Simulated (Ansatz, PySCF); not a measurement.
Stretching the O2–H3 bond in HLiO (SMILES [Li][OH]) (multiplicity 1 held, fragments rigid). Energies count from the point at 0.951 Å.
Geometry at that point (charge 0, multiplicity 1):
```tsv
atom	x (Å)	y (Å)	z (Å)
Li	0.0000	0.0000	-1.2587
O	0.0000	0.0000	0.3139
H	0.0000	0.0000	1.2652
```

R- and RO- levels are restricted; in cc, def2 and unpolarised 6-31G sets they are followed outwards from rest. U- levels take the lowest unrestricted solution at each point, which mixes spins at long bonds. Left out are points that failed, MP2 points that dive below the minimum, coupled-cluster points behind a jump of the amplitudes or a sharp parting from full CI or MRCI, small-basis points behind a change of solution, and semi-empirical points at long bonds. Curves can end on different states.

Correlated levels freeze the cores. Rows in 6-31G* carry no dispersion term and start afresh at each structure (6-31G* with six Cartesian d functions).

The values were computed with Ansatz (a first-principles code); PySCF for 6-31G* rows. Each number belongs to the level named beside it.

Energies in kcal/mol.

| R (Å) | U-HF/aug-cc-pVTZ | R-BP86/6-31G* | R-r2SCAN/aug-cc-pVTZ | U-B3LYP/aug-cc-pVTZ | U-wB97X-V/aug-cc-pVTZ | R-MP2/aug-cc-pVTZ |
|---|---|---|---|---|---|---|
| 0.761 | 32.6 | 42.0 | 37.1 | 37.2 | 37.4 | 37.9 |
| 0.856 | 4.7 | 9.3 | 7.2 | 7.3 | 7.2 | 7.5 |
| 0.951 | 0.0 | 0.0 | 0.0 | 0.0 | 0.0 | 0.0 |
| 1.046 | 7.4 | 2.9 | 4.7 | 4.7 | 4.9 | 4.6 |
| 1.142 | 21.0 | 12.0 | 15.5 | 15.4 | 16.1 | 15.4 |
| 1.284 | 46.0 | 30.3 | 36.2 | 36.1 | 37.6 | 36.4 |
| 1.427 | 69.0 | 49.5 | 57.8 | 57.7 | 60.3 | 58.3 |
| 1.665 | 86.2 | 78.6 | 90.4 | 90.2 | 95.0 | 91.5 |
| 1.903 | 92.4 | 102.2 | 116.5 | 111.1 | 115.4 | 118.0 |
| 2.188 | 93.5 | 123.4 | 139.7 | 122.6 | 125.1 | 141.3 |
| 2.569 | 91.6 | left out | 160.1 | 126.1 | 126.8 | 159.9 |
| 3.044 | 90.9 | left out | 174.5 | 126.3 | 126.5 | 168.4 |

Doubts at one or more of the structures used: a spin-contaminated determinant (U-HF/aug-cc-pVTZ, U-B3LYP/aug-cc-pVTZ, U-wB97X-V/aug-cc-pVTZ); a restricted determinant that unrestricted orbitals would lower (R-BP86/6-31G*, R-r2SCAN/aug-cc-pVTZ, R-MP2/aug-cc-pVTZ).
